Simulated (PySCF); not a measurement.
# Dipole response of Ag+ (silver, charge +1)

[Kr] 4d10, closed-shell 1S. Computed with PySCF 2.14 in aug-cc-pVTZ-PP with one added diffuse shell each of s, p, d, f, g type with ECP28MDF (7s7p6d4f3g, 113 functions), with scalar relativity through the core potential. Coupled (time-dependent) response in atomic units; α is the mean over directions.

```json
{"method": "wB97M-V", "mean α (bohr³)": "10.37", "C₆ (like pair)": "61.48", "S(−4)": "36.34"}
```

S(−4) is the Cauchy moment in α(ω) = α(0) + S(−4) ω² + …

α(iu) at wB97M-V:

| u (hartree) | α(iu) (bohr³) |
| --- | --- |
| 0 | 10.37 |
| 0.0500 | 10.28 |
| 0.100 | 10.03 |
| 0.200 | 9.201 |
| 0.300 | 8.240 |
| 0.500 | 6.558 |
| 0.750 | 5.071 |
| 1.00 | 4.047 |
| 1.50 | 2.751 |
| 2.00 | 1.985 |
| 3.00 | 1.161 |
| 5.00 | 0.5232 |

For an ion, C₆ is the dispersion term alone; charge-induced terms of lower order in 1/R come first.

Energies and moments cover only the electrons outside the core potential.
